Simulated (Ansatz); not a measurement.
CH$_{7}$AlOSSi, SMILES `C[O][AlH][SiH2]S`. Charge 0, multiplicity 1. Geometry: relaxed with PBE0-D4/def2-TZVP. It is one conformer, not always the lowest.

```xyz
12

C     1.820    1.235    0.918
O     0.778    0.507    0.331
Al   -0.742   -0.039    0.833
Si   -1.816   -1.256   -0.989
S    -0.408   -1.219   -2.617
H     2.009    2.147    0.344
H     1.596    1.521    1.953
H     2.738    0.640    0.919
H    -1.233    0.285    2.307
H    -2.139   -2.671   -0.645
H    -3.104   -0.646   -1.427
H     0.500   -0.504   -1.928
```

Task: What is the dipole moment at PBE/def2-TZVPP? (An estimate is asked.)

Result: Computed: 2.40 D, with components (0.73, 1.13, 1.99) D in this frame, pointing from negative to positive charge.

Task: And with r2SCAN, B3LYP, ωB97M-V? (Estimate.)

Result: Computed: r2SCAN 2.48 D, B3LYP 2.50 D, ωB97M-V 2.53 D.

Task: Give the Mulliken charges with PBE, B3LYP, ωB97M-V in def2-TZVPP. (An estimate is asked.)

Result: Computed: 
```json
{"atom": "C1", "PBE": "-0.14", "B3LYP": "-0.12", "ωB97M-V": "-0.17"}
{"atom": "O2", "PBE": "-0.31", "B3LYP": "-0.38", "ωB97M-V": "-0.38"}
{"atom": "Al3", "PBE": "0.41", "B3LYP": "0.47", "ωB97M-V": "0.45"}
{"atom": "Si4", "PBE": "0.10", "B3LYP": "0.17", "ωB97M-V": "0.06"}
{"atom": "S5", "PBE": "-0.27", "B3LYP": "-0.29", "ωB97M-V": "-0.27"}
{"atom": "H6", "PBE": "0.10", "B3LYP": "0.10", "ωB97M-V": "0.12"}
{"atom": "H7", "PBE": "0.09", "B3LYP": "0.09", "ωB97M-V": "0.11"}
{"atom": "H8", "PBE": "0.10", "B3LYP": "0.10", "ωB97M-V": "0.12"}
{"atom": "H9", "PBE": "-0.11", "B3LYP": "-0.13", "ωB97M-V": "-0.10"}
{"atom": "H10", "PBE": "-0.05", "B3LYP": "-0.07", "ωB97M-V": "-0.03"}
{"atom": "H11", "PBE": "-0.05", "B3LYP": "-0.07", "ωB97M-V": "-0.03"}
{"atom": "H12", "PBE": "0.14", "B3LYP": "0.13", "ωB97M-V": "0.14"}
```

B3LYP here is the variant with VWN-RPA as its local correlation; programs differ in this.
